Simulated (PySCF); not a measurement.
Gas-phase reaction: SnCl₂ + 2 BrCl = SnBr₂ + 4 Cl

Method: PySCF energies (xtb for GFN2) plus ideal-gas RRHO corrections (1 bar). † marks an energy on the PBE0/def2-TZVP geometry and frequencies; other levels use their own. MP2 and CCSD(T) freeze the core. Open shells (unrestricted): Cl (multiplicity 2, electronic degeneracy 6); the rest are closed-shell singlets. GFN2 has no spin-polarisation term. Spin-orbit splitting is ignored; it lowers the true energy and changes the entropy of Cl. Sn: scalar-relativistic def2 core potential, no spin-orbit coupling. Br: all electrons, no relativistic terms. MP2 isn't extrapolated to the basis-set limit; its ΔH°(298 K) is 414.8 kJ in def2-SVP and 538.5 kJ in def2-TZVPP. CCSD(T) isn't extrapolated to the basis-set limit; its ΔH°(298 K) is 401.8 kJ in def2-SVP and 498.6 kJ in def2-TZVPP. The harmonic model lacks anharmonicity and excited electronic states, which grow with temperature; levels with a mode under 35 cm⁻¹ are left out. Soft modes under 120 cm⁻¹ make the harmonic entropy rough for SnCl₂, SnBr₂.

```
level                ΔE electronic, kJ  ΔH°(298 K), kJ  ΔS°(298 K), J/K  ΔG°(600 K), kJ
-------------------  -----------------  --------------  ---------------  --------------
BLYP/def2-TZVP†                    539             539              217             407
CCSD(T)/def2-TZVPP†                499             499              217             367
GFN2-xTB                           629             630              214             500
MP2/def2-TZVPP†                    539             539              217             407
PBE0/def2-QZVP†                    554             554              217             423
r2SCAN/def2-TZVP†                  550             550              217             418
ωB97M-V/def2-TZVP†                 562             562              217             430
```
ΔH° is lowest at CCSD(T)/def2-TZVPP† and highest at GFN2-xTB. No reference value is set beside these.
